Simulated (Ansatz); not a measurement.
Computed with Ansatz on PBE0-D4/def2-TZVP structures; ΔE is electronic, products minus reactants. CCSD(T)/CBS adds triple-zeta CCSD(T) − MP2 to the extrapolated MP2 energy (def2 sets, frozen cores). This one scheme is used for every species. Functionals use def2-TZVPP. Each species was taken in one conformer, which may not be the lowest.

Reaction (substitution at a C–O bond): `C[O][Al]([F])[O]C` + `N=CO` → `COC=N` + `C[O][Al]([OH])[F]`

```tsv
level	ΔE (kJ/mol)
revPBE	-19.4
RPA@PBE/def2-TZVPP	-23.4
CCSD/def2-TZVPP	-22.7
CCSD/CBS(def2)	-23.2
```

What does CCSD(T)/CBS give? (Estimate.)

The calculation gave: -24.8 kJ/mol. The listed levels differ from it by 5.4, 1.4, 2.1, 1.6 kJ/mol.

Largest T1 diagnostic among the species: 0.014.

Leaving LDA and LC-ωPBE aside and taking each functional with its dispersion term where it has one, the values, not all of them listed here, spread over 4.4 kJ/mol, from r2SCAN-D4 to BHLYP-D4. In def2-TZVPP, CCSD(T) changes the Hartree–Fock value by −7.5 kJ/mol (the triples alone add −1.5 kJ/mol) and MP2 by −10.1 kJ/mol.
